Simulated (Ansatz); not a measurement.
Stepwise reaction of `[Br][Mg][Br]` with ammonia, as a gas-phase model of exchange steps in deposition or etching. ΔE in kJ/mol; ΔG adds harmonic PBE0-D4 terms to CCSD(T)/CBS, at 1 bar.

Isolated molecules relaxed with PBE0-D4/def2-TZVP in Ansatz; ΔE leaves out vibrations. CCSD(T)/CBS adds triple-zeta CCSD(T) − MP2 to the extrapolated MP2 energy (def2 sets, frozen cores). This one scheme is used for every species. DFT in def2-TZVPP. B3LYP here is the variant with VWN-RPA as its local correlation; programs differ in this. For Br, Mg outer-core shells are correlated without core-valence functions, which leaves a few kJ/mol of doubt a bond. Scalar relativity is left out up to krypton. One conformer a species, not always the lowest.

```csv
step,reaction,PBE-D4,B3LYP-D4,ωB97M-V,CCSD(T)/CBS,ΔG(500 K)
1,`[Br][Mg][Br]` + NH₃ → `[NH2][Mg][Br]` + HBr,145.0,147.5,149.2,149.0,128.2
2,`[NH2][Mg][Br]` + NH₃ → `[NH2][Mg][NH2]` + HBr,150.9,153.9,156.6,155.6,142.7
```

By hand: ΔE of the 2 steps together at CCSD(T)/CBS.

(149.0) + (155.6) = 304.6 kJ/mol, or 152.3 kJ/mol a step.

In ΔE each step is higher than the one before. All are uphill at CCSD(T)/CBS. ΔG lies between 128.2 and 142.7 kJ/mol a step. PBE-D4 differs from CCSD(T)/CBS by -4.7 to -4.0 kJ/mol a step. Isolated molecules leave out the surface, adducts and barriers. Largest T1 diagnostic: 0.009.
